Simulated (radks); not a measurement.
The numbers below are computed, except where a source is named.
Species: Sc. Configuration: [Ar] 3d1 4s2.

Level of theory: scalar-relativistic Kohn-Sham, PBE, spin-unpolarised, spherical densities, point nucleus (a radial shooting solver on a logarithmic mesh with Libxc functionals).

Energy parts (eV):
| part | energy |
|---|---|
| total | -20791.034 |
| kinetic | 20948.977 |
| electron-nucleus | -49388.763 |
| Hartree | 8706.533 |
| exchange-correlation | -1057.781 |

Orbitals (lengths in bohr, moments of r in powers of bohr):
| orbital | occ. | eigenvalue (eV) | <1/r> | <r^4> |
|---|---|---|---|---|
| 1s | 2 | -4397.271 | 20.77 | 0.0001326 |
| 2s | 2 | -474.3289 | 4.296 | 0.03448 |
| 2p | 6 | -388.2597 | 4.199 | 0.02835 |
| 3s | 2 | -55.0391 | 1.304 | 2.891 |
| 3p | 6 | -33.6246 | 1.173 | 4.593 |
| 4s | 2 | -4.1831 | 0.3478 | 420.0 |
| 3d | 1 | -3.2334 | 0.7600 | 70.98 |
| 4p | 0 | -1.4672 | 0.2537 | 1623 |

The highest occupied level is 3d at -3.233 eV. The density falls to 0.001 e/bohr^3 at r = 4.97 bohr. Summed over all electrons, <r^2> = 50.00 bohr^2, which gives a Langevin (diamagnetic) susceptibility term of -39.6 x 10^-6 cm^3/mol. For comparison, the ionisation energy in NIST's Atomic Spectra Database is 6.561 eV (measured). In exact Kohn-Sham theory the highest level is minus the ionisation energy, but local and semilocal functionals leave it too shallow, through self-interaction and a potential that decays too fast; potentials with the right tail come closer.

Beside tabulated values, note that spin-unpolarised runs miss the spin-polarisation part of the exchange energy of open shells.
